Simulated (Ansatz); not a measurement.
A nudged elastic band was laid between two geometries of CH7BSn (10 atoms, charge 0, multiplicity 1).

These are results of RHF/def2-SVP (Ansatz 0.2.0), not measurements.

| Item | Value |
| --- | --- |
| movable images | 5 |
| climbing image | yes |
| spring | 5.0 eV/Å² |
| optimiser | quadratic models (default) |
| start path | through a guess of the saddle point |
| force threshold | 0.05 eV/Å |
| iteration limit | 60 |
| end points | relaxed |

Initial state:

```xyz
10
Properties=species:S:1:pos:R:3
C -1.156 1.020 -0.730
B -0.217 -0.243 -0.707
Sn 1.182 -0.832 1.015
H -2.187 0.693 -0.911
H -0.891 1.637 -1.597
H -1.141 1.647 0.161
H -0.225 -0.961 -1.673
H 2.819 -0.847 0.498
H 1.079 0.242 2.352
H 0.820 -2.407 1.594
```

Final state:

```xyz
10
Properties=species:S:1:pos:R:3
C -1.187 0.998 -0.706
B -0.341 -0.326 -0.638
Sn 1.225 -0.799 0.972
H -0.686 1.614 -1.469
H -1.223 1.587 0.211
H -2.202 0.833 -1.076
H -0.480 -1.135 -1.518
H 2.783 -0.994 0.278
H 1.346 0.432 2.164
H 0.847 -2.263 1.785
```

Problem. What changes between the two ends?

Solution. No bond is made or broken. The dihedral H6–C1–B2–Sn3 goes from -1 to -145°.

Problem. What energy profile does the band end with?

Solution. The forces met the threshold. The highest image is number 3 of 0 to 6, 1.5 kJ/mol above the ends, which have the same energy within 2 meV. A vibrational analysis at the climbing image gives one clearly imaginary mode, 148i cm⁻¹: a first-order saddle point.

| image | path coordinate (Å) | energy (kJ/mol) | dihedral H6–C1–B2–Sn3 (°) |
| --- | --- | --- | --- |
| 0 | 0.00 | 0.0 | -1 |
| 1 | 0.59 | -0.2 | -18 |
| 2 | 1.18 | 0.5 | -38 |
| 3 | 1.77 | 1.5 | -60 |
| 4 | 2.51 | 0.0 | -87 |
| 5 | 3.24 | 0.0 | -117 |
| 6 | 3.98 | -0.2 | -145 |

Problem. What is the geometry of the highest image?

Solution. 
```xyz
10
Properties=species:S:1:pos:R:3
C -1.177 0.977 -0.741
B -0.315 -0.343 -0.706
Sn 1.220 -0.769 0.951
H -1.844 1.060 -1.600
H -0.525 1.856 -0.715
H -1.779 1.041 0.174
H -0.440 -1.180 -1.560
H 2.794 -0.966 0.292
H 1.309 0.490 2.116
H 0.839 -2.216 1.793
```

Problem. What are the harmonic wavenumbers there?

Solution. 148i, 46, 187, 370, 406, 524, 560, 767, 804, 806, 908, 970, 1006, 1196, 1435, 1545, 1562, 1972, 1975, 1997, 2698, 3150, 3213, 3262 cm⁻¹.

Run time: 62 s on 1 thread of Arm Neoverse V2, with other jobs on the host, peak memory 0.16 GiB.
